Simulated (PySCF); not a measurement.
Computed shifts of a molecule C4H3Cl2F, B3LYP/pcSseg-1 in PySCF, GIAO, gas phase, equivalent atoms averaged, in ppm (number of nuclei): ¹⁹F: -137.2 (1). ¹³C: 170.0 (1), 140.0 (1), 124.6 (1), 120.9 (1). ¹H: 6.67 (1), 6.43 (1), 6.20 (1). References: ¹⁹F against CFCl3 (σ = 161.7 ppm); ¹³C against TMS (σ = 181.3 ppm); ³⁵Cl against HCl (σ = 933.3 ppm); ¹H against TMS (σ = 31.68 ppm), references at their B3LYP-D3(BJ)/def2-TZVP geometries, non-relativistic (without spin–orbit terms, shifts of atoms bonded to Cl or Br come out too high). Geometry: PBE0-D3(BJ)/def2-SVP. Other conformers were not sampled.

### Question
Pick the molecule that these values belong to.
A. FC(/C=C\Cl)=C/Cl
B. F/C(Cl)=C/C=C\Cl
C. C=CC(F)=C(Cl)Cl
D. C=C/C(Cl)=C(\F)Cl

### Answer
A, FC(/C=C\Cl)=C/Cl
